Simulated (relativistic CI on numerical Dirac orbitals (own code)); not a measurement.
Inner-shell lines of Yb36+

Calculated at this level of theory: Dirac-Coulomb-Breit CI, orbitals from a KLI potential per configuration, QED by a radiative potential, unscaled Slater integrals (own radial code, finite nucleus).

Configuration list (outside the closed core [Ne] 3s2 3d10): 3p6 4s2 4p4, 3p5 4s2 4p4 4d, 3p5 4s2 4p4 5s, 3p5 4s2 4p4 5d, 3p6 4s 4p5, 3p5 4s 4p5 5d, 3p5 4s 4p5 5s. Levels of other configurations are missing.

The table holds the strongest lines. The upper levels have an inner-shell vacancy. Auger decay, open to those above the ionisation limit, is not computed, and radiative decays to configurations outside the model are missing too. Absolute energies can be off by a few tenths of a per cent, so close lines can change order. LS names give the leading component, which can be well under half, for lower levels too. Brackets number the levels in order of energy.

```tsv
λ (Å)	Upper	Lower	A (s⁻¹)	gA (s⁻¹)
6.26952	3p5 4s2 4p4 4d 3D°_3 [34]	3p6 4s2 4p4 3P_2 [1]	6.11e+13	4.28e+14
6.26192	3p5 4s2 4p4 4d 3D°_2 [74]	3p6 4s2 4p4 3P_1 [3]	2.02e+13	1.01e+14
6.25953	3p5 4s2 4p4 4d 3P°_2 [75]	3p6 4s2 4p4 3P_1 [3]	2.80e+13	1.40e+14
6.25673	3p5 4s2 4p4 4d 1F°_3 [88]	3p6 4s2 4p4 1D_2 [4]	4.67e+13	3.27e+14
6.25484	3p5 4s2 4p4 4d 3P°_1 [43]	3p6 4s2 4p4 1S_0 [2]	3.60e+13	1.08e+14
6.25214	3p5 4s2 4p4 4d 1D°_2 [90]	3p6 4s2 4p4 1D_2 [4]	2.19e+13	1.10e+14
6.25186	3p5 4s2 4p4 4d 3D°_1 [110]	3p6 4s2 4p4 3P_0 [5]	6.60e+13	1.98e+14
6.25091	3p5 4s2 4p4 4d 3D°_1 [82]	3p6 4s2 4p4 3P_1 [3]	5.07e+13	1.52e+14
6.25034	3p5 4s2 4p4 4d 3P°_2 [36]	3p6 4s2 4p4 3P_2 [1]	3.32e+13	1.66e+14
6.24706	3p5 4s2 4p4 4d 1D°_2 [93]	3p6 4s2 4p4 1D_2 [4]	3.35e+13	1.67e+14
5.65161	3p5 4s2 4p4 4d 3P°_2 [116]	3p6 4s2 4p4 3P_2 [1]	2.74e+13	1.37e+14
5.64464	3p5 4s2 4p4 4d 3D°_3 [119]	3p6 4s2 4p4 3P_2 [1]	2.87e+13	2.01e+14
5.64407	3p5 4s2 4p4 4d 1F°_3 [142]	3p6 4s2 4p4 1D_2 [4]	2.60e+13	1.82e+14
4.82604	3p5 4s2 4p4 5d 3D°_3 [208]	3p6 4s2 4p4 3P_2 [1]	2.05e+13	1.44e+14
4.82517	3p5 4s2 4p4 5d 3P°_2 [211]	3p6 4s2 4p4 3P_2 [1]	1.81e+13	9.07e+13
4.81973	3p5 4s2 4p4 5d 3P°_2 [268]	3p6 4s2 4p4 3P_1 [3]	2.02e+13	1.01e+14
4.8195	3p5 4s2 4p4 5d 3D°_2 [283]	3p6 4s2 4p4 1D_2 [4]	1.81e+13	9.07e+13
4.80998	3p5 4s2 4p4 5d 3D°_1 [322]	3p6 4s2 4p4 3P_0 [5]	3.48e+13	1.04e+14
4.80731	3p5 4s2 4p4 5d 1F°_3 [297]	3p6 4s2 4p4 1D_2 [4]	1.40e+13	9.77e+13
4.42986	3p5 4s2 4p4 5d 3D°_3 [392]	3p6 4s2 4p4 3P_2 [1]	1.36e+13	9.50e+13
```
